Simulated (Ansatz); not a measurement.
Reaction (redistribution): `O[SiH](O)CF` + `[SiH3]C#[C][GeH3]` → `O[SiH](O)C#C[SiH3]` + `F[CH2][GeH3]`

Isolated molecules relaxed with PBE0-D4/def2-TZVP in Ansatz; ΔE leaves out vibrations. CBS: MP2 limit from def2 TZ/QZ plus the TZ coupled-cluster correction, frozen cores. Functionals use def2-TZVPP. For Ge outer-core shells are correlated without core-valence functions, which leaves a few kJ/mol of doubt a bond. Scalar relativity is left out up to krypton. One conformer a species, not always the lowest.

| level | ΔE (kcal/mol) |
| --- | --- |
| ωB97M-V | -2.3 |
| r2SCAN | -3.0 |
| PBE0 | -2.8 |
| HF/def2-TZVPP | -1.6 |
| CCSD/def2-TZVPP | -1.9 |
| HF/def2-QZVPP | -1.8 |
| SCS-MP2/def2-QZVPP | -2.2 |
| HF/CBS(def2) | -1.8 |

Problem. What does CCSD(T)/CBS give? (An estimate is asked.)

Solution. Ansatz gave: -2.4 kcal/mol. The listed levels differ from it by 0.1, -0.6, -0.4, 0.8, 0.5, 0.6, 0.2, 0.6 kcal/mol.

Largest T1 diagnostic among the species: 0.013.
